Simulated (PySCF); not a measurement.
`CS(=O)(=O)c1ccc(Br)cc1`, C7H7BrO2S

Cartesian coordinates in Å; atom numbers follow the order of the lines, from 1:
```xyz
18

C    -3.660   -0.722   -0.410
S    -2.848   -1.146    1.123
O    -2.943   -2.595    1.278
O    -3.348   -0.232    2.146
C    -1.135   -0.743    0.825
C    -0.284   -1.722    0.317
C     1.052   -1.411    0.087
C     1.512   -0.126    0.378
Br    3.319    0.301    0.067
C     0.662    0.848    0.906
C    -0.674    0.534    1.135
H    -3.234   -1.321   -1.224
H    -4.716   -0.980   -0.253
H    -3.548    0.354   -0.594
H    -0.672   -2.725    0.124
H     1.738   -2.162   -0.308
H     1.048    1.840    1.144
H    -1.359    1.264    1.572
```

Method used: quadratic response CAM-B3LYP/def2-SVPD first hyperpolarisability, Taylor convention, gas phase in PySCF 2.14.0. Geometry: PBE0-D3(BJ)/def2-SVP.

The calculation is non-relativistic, which matters for the atoms heavier than Zn.

Give β for the processes computed.

In 10⁻³⁰ esu, Taylor convention; the vector part is βᵢ = ⅓ Σⱼ (βᵢⱼⱼ + βⱼᵢⱼ + βⱼⱼᵢ); β∥ is 3/5 of the vector part along the dipole, the dipole points from − to +:
```
                   process  λ (nm)  β vector norm    β∥  β HRS  depolarisation ratio
           static β(0;0,0)       ∞           1.70  0.04   0.97                  2.61
second harmonic β(−2ω;ω,ω)    1907           1.91  0.10   1.06                  2.71
         Pockels β(−ω;ω,0)    1907           1.77  0.06      –                     –
second harmonic β(−2ω;ω,ω)    1064           2.50  0.25   1.32                  2.94
         Pockels β(−ω;ω,0)    1064           1.93  0.10      –                     –
```

Which lowest excitations, dipole and polarisabilities go with it?

S1 5.23 eV (f = 0.002); S2 5.57 eV (f = 0.307); S3 5.95 eV (f = 0.000); dipole 4.30 D; isotropic α 130.5 au static, 131.0 au at 1907 nm, 132.1 au at 1064 nm, 132.5 au at 953.5 nm, 137.4 au at 532 nm.
